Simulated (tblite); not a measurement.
Compound: C6H14O2Si.
Numbering: `[CH3:1][CH2:2][CH2:3][Si:4]([OH:5])([OH:6])[CH:7]1[CH2:8][CH2:9]1` (hydrogens: H10, H11, H12 on C1; H13, H14 on C2; H15, H16 on C3; H17 on O5; H18 on O6; H19 on C7; H20, H21 on C8; H22, H23 on C9)

Computed with GFN2-xTB (tblite), gas phase: L-BFGS steps from a force-field or distance-geometry start until the largest atomic force falls under 0.01 eV/Å.

Step 0: E = -812.9450 eV
```
atom  x, y, z in Å  |  force x, y, z in eV/Å
C1      3.4920    0.3960    0.5563    0.241   0.722  -0.875
C2      2.2953   -0.5236    0.3057    1.005  -0.705   2.072
C3      1.0753    0.3427    0.2813   -0.763   0.016  -0.267
Si4    -0.4555   -0.6896   -0.0240    0.369  -2.746  -0.259
O5     -0.5876   -1.0538   -1.6846    0.693   2.320   0.559
O6     -0.3264   -2.2041    0.7893   -1.620   1.217  -0.985
C7     -2.0257    0.0987    0.5361   -0.873   0.068   0.605
C8     -3.0965    0.0993   -0.5437    0.324  -0.112  -0.219
C9     -2.5154    1.3850   -0.0260   -1.318   1.105   0.094
H10     4.4530   -0.1276    0.3675   -0.587   0.525   0.360
H11     3.4476    0.8683    1.5627    0.191  -0.630  -0.659
H12     3.3745    1.2448   -0.1749    0.559  -0.700   0.569
H13     2.2335   -1.2102    1.2145   -0.097   0.519  -1.156
H14     2.4201   -1.1649   -0.5703   -0.082   0.363   0.064
H15     0.9982    0.9205    1.2096    0.109  -0.082  -0.327
H16     1.1320    1.0291   -0.5692    0.226   0.255   0.234
H17    -0.4012   -0.1924   -2.1748   -0.407  -1.924   0.566
H18    -1.2131   -2.6492    0.8176    1.457   0.467  -0.001
H19    -2.3326   -0.0832    1.5843    0.011  -0.085  -0.792
H20    -2.7456   -0.1696   -1.5626   -0.650  -0.130   0.964
H21    -4.0956   -0.2510   -0.2479    0.516   0.513  -0.433
H22    -1.8466    1.9953   -0.6740   -0.804  -0.504   0.594
H23    -3.2847    1.9668    0.5830    1.501  -0.474  -0.707
```

Step 1: E = -813.4014 eV
```
atom  x, y, z in Å  |  force x, y, z in eV/Å
C1      3.4954    0.4063    0.5438    0.105   0.094  -0.101
C2      2.3097   -0.5337    0.3353    0.305   0.220   0.297
C3      1.0644    0.3429    0.2775   -0.189  -0.495   0.003
Si4    -0.4502   -0.7288   -0.0277   -0.199  -0.930  -0.066
O5     -0.5778   -1.0207   -1.6766    0.249   0.247   1.060
O6     -0.3495   -2.1867    0.7753   -0.289   0.904  -0.646
C7     -2.0382    0.0997    0.5447   -0.053   0.156  -0.385
C8     -3.0919    0.0977   -0.5468    0.078   0.234   0.360
C9     -2.5343    1.4008   -0.0246   -0.453  -0.202  -0.200
H10     4.4446   -0.1201    0.3726   -0.251   0.385   0.234
H11     3.4504    0.8593    1.5533    0.217  -0.435  -0.510
H12     3.3824    1.2348   -0.1668    0.396  -0.218   0.077
H13     2.2321   -1.2028    1.1979   -0.051  -0.039  -0.225
H14     2.4189   -1.1598   -0.5694   -0.037   0.445   0.368
H15     0.9998    0.9194    1.2050   -0.017  -0.051  -0.269
H16     1.1352    1.0327   -0.5658    0.190   0.160   0.174
H17    -0.4070   -0.2199   -2.1667   -0.026  -0.169  -0.308
H18    -1.1923   -2.6425    0.8176    0.269  -0.115   0.033
H19    -2.3324   -0.0844    1.5730   -0.231  -0.163  -0.220
H20    -2.7548   -0.1715   -1.5488   -0.398  -0.207   0.478
H21    -4.0883   -0.2437   -0.2541    0.298   0.418  -0.379
H22    -1.8581    1.9881   -0.6656   -0.612  -0.289   0.410
H23    -3.2632    1.9600    0.5729    0.699   0.049  -0.184
```

Q: Estimate the geometry and energy of step 2. (The exact step hangs on the optimiser's Hessian estimate; all steps are aligned on step 1, rigid shifts and turns removed.)

A: E = -813.5225 eV, largest force 0.683 eV/Å
```
atom  x, y, z in Å  |  force x, y, z in eV/Å
C1      3.4981    0.4100    0.5395   -0.021  -0.128   0.070
C2      2.3183   -0.5313    0.3466   -0.047   0.365  -0.244
C3      1.0587    0.3332    0.2769   -0.009  -0.351   0.005
Si4    -0.4531   -0.7543   -0.0297   -0.230   0.643   0.014
O5     -0.5710   -1.0097   -1.6543    0.136  -0.138   0.386
O6     -0.3595   -2.1658    0.7600    0.002  -0.083  -0.094
C7     -2.0415    0.1029    0.5388    0.268  -0.047  -0.117
C8     -3.0895    0.1020   -0.5403   -0.144   0.052   0.067
C9     -2.5466    1.3998   -0.0283    0.031  -0.294  -0.221
H10     4.4382   -0.1111    0.3782    0.078   0.176   0.130
H11     3.4551    0.8491    1.5415    0.197  -0.205  -0.166
H12     3.3917    1.2287   -0.1638    0.299   0.064  -0.176
H13     2.2309   -1.2021    1.1905   -0.002  -0.221   0.135
H14     2.4180   -1.1501   -0.5620    0.025   0.362   0.299
H15     0.9998    0.9181    1.1988   -0.088  -0.077  -0.205
H16     1.1396    1.0365   -0.5618    0.111  -0.028   0.236
H17    -0.4086   -0.2283   -2.1712    0.004  -0.028  -0.292
H18    -1.1831   -2.6435    0.8182    0.059  -0.231   0.049
H19    -2.3369   -0.0878    1.5665   -0.223  -0.135  -0.214
H20    -2.7644   -0.1759   -1.5368   -0.269  -0.207   0.247
H21    -4.0811   -0.2342   -0.2627   -0.012   0.299  -0.221
H22    -1.8723    1.9811   -0.6559   -0.373  -0.104   0.145
H23    -3.2455    1.9597    0.5674    0.209   0.316   0.168
```

The energy changes by -0.1211 eV. The first-order estimate −F·Δx gives -0.2027 eV and the mean of the old and new forces, exact on a quadratic surface, -0.1190 eV. The step makes an angle of 12° with the force vector and moves no atom by more than 0.028 Å.

What follows is the cost of the whole relaxation. On Arm Neoverse V1, one thread, shared host, this took 1.5 s.
